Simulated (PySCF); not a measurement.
Several orderings of computed values.

Each SMILES stands for a single optimised conformer of the isolated species, non-relativistic unless stated; the electronic structure was computed with PySCF and density fitting.

The conformers computed, where there is a choice (atom-mapped SMILES and torsion angles):
- `[CH3:1][O:2][CH2:3][C@:4]([SiH3:5])([C:6]#[N:7])[CH:8]=[O:9]`: C1–O2–C3–C4 -171°, O2–C3–C4–Si5 21°, C3–C4–C8–O9 165°
- `[CH3:1][C:2](=[O:3])/[CH:4]=[CH:5]/[Si@@H:6]([C:7]#[N:8])[CH:9]=[O:10]`: C1–C2–C4–C5 -175°, C4–C5–Si6–C7 -133°, C5–Si6–C9–O10 29°
- `[CH3:1][C:2]#[C:3][SiH2:4][CH2:5][C:6]([F:7])=[C:8]([F:9])[F:10]`: C3–Si4–C5–C6 -61°, Si4–C5–C6–F7 -80°
- `[CH:1]#[C:2][C:3](=[O:4])[O:5][Si@@H:6]([CH3:7])[CH2:8][C:9]#[N:10]`: C2–C3–O5–Si6 -177°, C3–O5–Si6–C7 -179°, O5–Si6–C8–C9 -168°
- `[CH3:1][O:2][Si@@H:3]([OH:4])[C@H:5]1[CH2:6][C@@H:7]1[C:8]#[N:9]`: C1–O2–Si3–O4 -176°, O2–Si3–C5–C6 -151°, H–O4–Si3–O2 -37°
- `[CH2:1]=[C:2]([O:3][CH3:4])[SiH2:5]/[N:6]=[CH:7]/[CH:8]=[O:9]`: C1–C2–O3–C4 -2°, C1–C2–Si5–N6 111°, C2–Si5–N6–C7 99°, N6–C7–C8–O9 -179°
- `[F:1][CH2:2][C:3]([F:4])([F:5])[CH2:6][SiH2:7][PH:8][SiH3:9]`: F1–C2–C3–F4 -165°, C2–C3–C6–Si7 179°, C3–C6–Si7–P8 173°, C6–Si7–P8–Si9 172°
- `[CH:1]#[C:2][C:3](=[O:4])[O:5][Si@H:6]([CH3:7])[NH:8][CH3:9]`: C2–C3–O5–Si6 178°, C3–O5–Si6–C7 -60°, O5–Si6–N8–C9 180°
- `[CH2+:1][CH:2][C@H:3]([CH:4]=[O:5])[CH2:6][CH3:7]`: C1–C2–C3–C4 47°, C2–C3–C4–O5 -68°, C2–C3–C6–C7 54°
- `[CH3:1][C:2](=[O:3])[CH2:4][O:5][C:6]([F:7])([F:8])[CH2:9][F:10]`: C1–C2–C4–O5 16°, C2–C4–O5–C6 94°, C4–O5–C6–F7 -62°, O5–C6–C9–F10 -54°
- `[OH:1][Si@:2]1([n:3]2[cH:4][cH:5][cH:6][cH:7]2)[CH:8]=[CH:9][O:10]1`: O1–Si2–N3–C4 -21°, H–O1–Si2–N3 -159°
- `[CH3:1][O:2]/[C:3]([C:4]#[N:5])=[CH:6]/[O:7][SiH2:8][CH3:9]`: C1–O2–C3–C4 2°, C3–C6–O7–Si8 1°, C6–O7–Si8–C9 179°
- `[CH2:1]=[CH:2][C:3](=[O:4])[NH:5][SiH2:6][C:7]([CH3:8])=[O:9]`: C1–C2–C3–O4 3°, C2–C3–N5–Si6 180°, C3–N5–Si6–C7 180°, N5–Si6–C7–C8 176°
- `[CH3:1][C:2](=[O:3])[NH:4][Si@H:5]1[CH:6]=[CH:7][CH2:8][O:9]1`: C1–C2–N4–Si5 175°, C2–N4–Si5–C6 81°

The conformers of `C=C([SiH2]N)C(=O)CC=O` aren't listed.

(1) Rank by dipole moment, lowest first (PBE0/pcSseg-1 at GFN2-xTB geometries).
A. `CC(=O)/C=C/[Si@@H](C#N)C=O`
B. `COC[C@]([SiH3])(C#N)C=O`
C. `CC#C[SiH2]CC(F)=C(F)F`
D. `CO[Si@@H](O)[C@H]1C[C@@H]1C#N`
E. `C(=O)/C=N/[SiH2]C(=C)OC`
F. `C#CC(=O)O[Si@@H](C)CC#N`
G. `FCC(F)(F)C[SiH2]P[SiH3]`

(2) Rank by smallest rotational constant, lowest first (GFN2-xTB).
A. `CC(=O)COC(F)(F)CF`
B. `[CH2+][CH][C@H](C=O)CC` [radical]
C. `C[Si@H](NC)OC(C#C)=O`
D. `C#CC(=O)O[Si@@H](C)CC#N`
E. `CC#C[SiH2]CC(F)=C(F)F`
F. `FCC(F)(F)C[SiH2]P[SiH3]`

(3) Give the two extremes of that set in cm⁻¹.

(4) Rank by HOMO energy, lowest first (PBE0/pcSseg-1 at GFN2-xTB geometries).
A. `C=C(OC)[SiH2]/N=C/C=O`
B. `CO/C(C#N)=C/O[SiH2]C`
C. `CO[Si@@H](O)[C@H]1C[C@@H]1C#N`
D. `C#CC(=O)O[Si@@H](C)CC#N`
E. `FCC(F)(F)C[SiH2]P[SiH3]`
F. `COC[C@]([SiH3])(C#N)C=O`
G. `O=C(C)/C=C/[Si@H](C=O)C#N`
H. `O[Si@]1(n2cccc2)C=CO1`

(5) Give the two extremes of that set in hartree.

(6) Rank by HOMO–LUMO gap, lowest first (PBE0/pcSseg-1 at GFN2-xTB geometries).
A. `C=C([SiH2]N)C(=O)CC=O`
B. `COC[C@]([SiH3])(C#N)C=O`
C. `CO[Si@@H](O)[C@H]1C[C@@H]1C#N`
D. `CC(=O)/C=C/[Si@@H](C#N)C=O`
E. `CC(=O)N[Si@H]1C=CCO1`
F. `C=C(OC)[SiH2]/N=C/C=O`
G. `O=C([SiH2]NC(=O)C=C)C`
H. `O[Si@]1(n2cccc2)C=CO1`

(7) By how much do the two ends of that ranking differ?

Answers

(1) G (0.39 D), C (2.10 D), E (2.99 D), A (3.54 D), D (4.58 D), F (4.94 D), B (6.81 D).

(2) F (0.333 GHz), D (0.498 GHz), E (0.574 GHz), C (0.625 GHz), A (0.723 GHz), B (2.194 GHz).

(3) `FCC(F)(F)C[SiH2]P[SiH3]`: 0.0111 cm⁻¹; `[CH2+][CH][C@H](C=O)CC` [charge +1 and doublet state]: 0.0732 cm⁻¹.

(4) D (-8.70 eV), C (-8.10 eV), F (-7.97 eV), G (-7.68 eV), E (-7.42 eV), A (-7.05 eV), B (-6.46 eV), H (-6.27 eV).

(5) `C#CC(=O)O[Si@@H](C)CC#N`: -0.320 Eh; `O[Si@]1(n2cccc2)C=CO1`: -0.230 Eh.

(6) F (4.54 eV), D (5.11 eV), A (5.36 eV), G (5.49 eV), H (5.88 eV), B (6.58 eV), E (7.31 eV), C (8.61 eV).

(7) By 4.07 eV, between `CO[Si@@H](O)[C@H]1C[C@@H]1C#N` and `C=C(OC)[SiH2]/N=C/C=O`.
